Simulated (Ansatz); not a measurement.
Reaction (isomerisation): `NC1[SiH2][SiH2]1` → `N=C([SiH3])[SiH3]`

Isolated molecules relaxed with PBE0-D4/def2-TZVP in Ansatz; ΔE leaves out vibrations. CBS: MP2 limit from def2 TZ/QZ plus the TZ coupled-cluster correction, frozen cores. One conformer a species, not always the lowest.

```csv
species,HF/def2-TZVPP energy (Eh)
`NC1[SiH2][SiH2]1`,-674.24662
`N=C([SiH3])[SiH3]`,-674.27648
```

Task: Work out ΔE.

Result: ΔE = (-674.27648) − (-674.24662) = -0.02986 Eh = -0.81 eV. CCSD(T)/CBS gives -0.42 eV.

Task: What do rigid-rotor, harmonic-oscillator terms from PBE0-D4/def2-TZVP frequencies (298.15 K, 1 bar) make of the CCSD(T)/CBS value? (Estimate.)

Result: Computed: ΔZPE = -0.17 eV, ΔH = -0.57 eV, ΔS = 25 J/(mol·K), ΔG = -0.65 eV. Modes under 50 cm⁻¹ make the entropy rough.

Largest T1 diagnostic among the species: 0.013.

In def2-TZVPP, CCSD(T) changes the Hartree–Fock value by +0.33 eV (the triples alone add +0.01 eV) and MP2 by +0.42 eV. From BLYP to BHLYP (50 % exact exchange), in def2-TZVPP and without D4, ΔE moves by +0.09 eV. Leaving LDA and LC-ωPBE aside and taking each functional with its dispersion term where it has one, the values, not all of them listed here, spread over 0.43 eV, from BLYP-D4 to PBE0-D4. LDA lies +0.31 eV from PBE without D4.
